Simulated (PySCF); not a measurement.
## Ru²⁺: excitation energy

Ru²⁺ [Kr] 4d6 (5D) → Ru²⁺ [Kr] 4d5 5p1 (7P), as a difference of total energies. Computed with PySCF 2.14 in aug-cc-pVDZ-PP with ECP28MDF (5s5p4d2f, 54 functions), with a scalar-relativistic core potential. Correlated levels: valence: 4s2 4p6 frozen. The calculations carry no spin-orbit coupling.

```tsv
method	excitation energy (cm⁻¹)
UHF	67289
LDA	72988
PBE	73435
PBE0	73936
r2SCAN	70356
B97-3	77368
BP86	74502
PW91	73689
BHandHLYP	75928
MP2 (valence)	71967
SCS-MP2 (valence)	75025
```
